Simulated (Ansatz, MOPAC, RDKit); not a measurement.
System: [diamino(methyl)silyl]methane, C$_{2}$H$_{10}$N$_{2}$Si, net charge 0, singlet state. SMILES: C[Si](C)(N)N

Atoms: C1, Si2, C3, N4, N5, H6, H7, H8, H9, H10, H11, H12, H13, H14, H15. Bonds: C1-Si2, C1-H6, C1-H7, C1-H8, Si2-C3, Si2-N4, Si2-N5, C3-H9, C3-H10, C3-H11, N4-H12, N4-H13, N5-H14, N5-H15.

Bond lengths (Å) and angles (degrees) optimised at MMFF94 with RDKit; AM1 with MOPAC; MNDO with MOPAC; PBE/6-31G* with Ansatz (an electronic-structure program); B3LYP/LANL2DZ with Ansatz; B3LYP/6-31G* with Ansatz, each started from the B3LYP-D3(BJ)/def2-TZVP structure (Ansatz) of the last column. A row stands for all coordinates that are equal there; 11 of 18 kinds are shown. 6-31G* holds six Cartesian d functions. No wavenumbers were computed at MMFF94, AM1, MNDO, PBE/6-31G*, B3LYP/LANL2DZ, so these may be saddle points.

```tsv
coordinate	MMFF94	AM1	MNDO	PBE/6-31G*	B3LYP/LANL2DZ	B3LYP/6-31G*	B3LYP-D3(BJ)/def2-TZVP
C1-Si2	1.838	1.829	1.811	1.897	1.895	1.891	1.876
C1-H6	1.095	1.114	1.107	1.106	1.099	1.098	1.094
C1-H7	1.095	1.114	1.107	1.104	1.098	1.097	1.092
Si2-N4	1.687	1.704	1.725	1.750	1.751	1.739	1.723
N4-H12	1.018	0.983	0.989	1.021	1.013	1.013	1.008
N4-H13	1.017	0.983	0.989	1.021	1.012	1.013	1.007
C1-Si2-C3	113.6	112.8	113.8	108.4	110.4	108.4	108.8
C1-Si2-N4	111.7	107.9	108.6	105.1	104.9	105.3	105.4
C1-Si2-N5	112.0	107.9	108.6	117.4	114.0	116.6	116.0
N4-Si2-N5	94.3	112.6	108.3	104.0	108.7	104.8	105.7
Si2-C1-H6	111.3	111.5	111.8	111.7	111.7	111.8	111.6
```

Mean signed difference of all 14 bond lengths from B3LYP-D3(BJ)/def2-TZVP: MMFF94 -0.007 Å, AM1 -0.007 Å, MNDO -0.008 Å, PBE/6-31G* 0.016 Å, B3LYP/LANL2DZ 0.011 Å, B3LYP/6-31G* 0.008 Å.
